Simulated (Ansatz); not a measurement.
Reaction (hydrogenolysis of the In–Cl bond): `C=C[CH2][InH][Cl]` + H₂ → `C=C[CH2][InH2]` + HCl

Program: Ansatz. Geometries: PBE0-D4/def2-TZVP. ΔE: electronic, gas phase. CCSD(T)/CBS is the MP2 limit (def2-TZVPP, def2-QZVPP) plus CCSD(T) − MP2 in def2-TZVPP, frozen cores. This one scheme is used for every species. DFT in def2-TZVPP. B3LYP here is the variant with VWN-RPA as its local correlation; programs differ in this. def2 core potentials past Kr. For In outer-core shells are correlated without core-valence functions, which leaves a few kJ/mol of doubt a bond. One conformer a species, not always the lowest.

`C=C[CH2][InH][Cl]`:

Z-matrix (Å, degrees):
```
C
C 1 1.482
In 1 2.159 2 104.6
H 1 1.090 2 112.7 3 118.9
H 1 1.091 2 112.5 3 -116.2
C 2 1.332 1 125.7 3 -100.8
H 2 1.089 1 115.7 3 77.0
Cl 3 2.356 1 109.8 2 -69.4
H 3 1.708 1 136.7 2 104.2
H 6 1.086 2 121.7 1 -2.3
H 6 1.083 2 121.2 1 178.5
```

H₂:

Z-matrix (Å, degrees):
```
H
H 1 0.746
```

`C=C[CH2][InH2]`:

Cartesian coordinates in Å:
```
C 1.204 -0.687 -0.662
C 0.410 0.400 -0.759
C -1.046 0.422 -0.597
In -0.626 0.075 1.542
H 0.790 -1.690 -0.611
H 2.281 -0.597 -0.704
H 0.900 1.371 -0.823
H -1.568 -0.450 -0.985
H -1.525 1.354 -0.879
H 0.002 1.369 2.476
H -0.821 -1.566 2.001
```

HCl:

Z-matrix (Å, degrees):
```
Cl
H 1 1.279
```

(1) Is it downhill or uphill in electronic energy at CCSD(T)/CBS, and by how much? (Best estimate.)

(2) What do these levels give: BLYP-D4, BHLYP-D4, ωB97M-V, BLYP, B3LYP, r2SCANh, CAM-B3LYP, LC-ωPBE, HF/def2-SVP, CCSD(T)/def2-SVP, CCSD/def2-TZVPP, CCSD(T)/def2-TZVPP? (An estimate is asked.)

Largest T1 diagnostic among the species: 0.013.

Results:

(1) Computed: Uphill: ΔE = +115.6 kJ/mol.

(2) Computed: BLYP-D4 123.0, BHLYP-D4 123.3, ωB97M-V 112.8, BLYP 119.1, B3LYP 117.6, r2SCANh 114.9, CAM-B3LYP 113.4, LC-ωPBE 109.7, HF/def2-SVP 126.4, CCSD(T)/def2-SVP 110.6, CCSD/def2-TZVPP 110.9, CCSD(T)/def2-TZVPP 110.5 kJ/mol.

Leaving LDA and LC-ωPBE aside and taking each functional with its dispersion term where it has one, the values, not all of them listed here, spread over 17.3 kJ/mol, from B97M-V to BHLYP-D4. LDA lies −18.1 kJ/mol from PBE without D4. At CCSD(T), def2-SVP lies −5.0 kJ/mol from the extrapolated value and def2-TZVPP −5.1 kJ/mol.
